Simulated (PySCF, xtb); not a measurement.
cyclohexasilane (H12Si6), SMILES [SiH2]1[SiH2][SiH2][SiH2][SiH2][SiH2]1.

Harmonic wavenumbers (cm⁻¹) from GFN2-xTB (xtb) at its own minimum, in rising order: 55, 55, 87, 103, 103, 154, 309, 309, 325, 342, 342, 351, 385, 386, 419, 436, 474, 475, 492, 496, 530, 530, 534, 538, 538, 626, 627, 649, 649, 649, 831, 832, 837, 837, 838, 862, 2130, 2130, 2132, 2143, 2144, 2170, 2173, 2173, 2175, 2175, 2176, 2177.

**Question.** What does PySCF with B3LYP-D3(BJ)/def2-SVP give at its own minimum? (Estimate from the structure and the level; the computed values follow.)

**Answer.** 60, 60, 106, 112, 112, 160, 336, 336, 347, 382, 382, 396, 396, 420, 456, 456, 478, 505, 525, 557, 624, 635, 635, 661, 661, 741, 741, 749, 749, 771, 909, 909, 910, 925, 925, 943, 2185, 2186, 2186, 2190, 2190, 2194, 2198, 2198, 2200, 2201, 2201, 2208. Paired by order, the mean absolute difference is 52 cm⁻¹ and the zero-point energies are 61.3 and 64.9 kcal/mol.
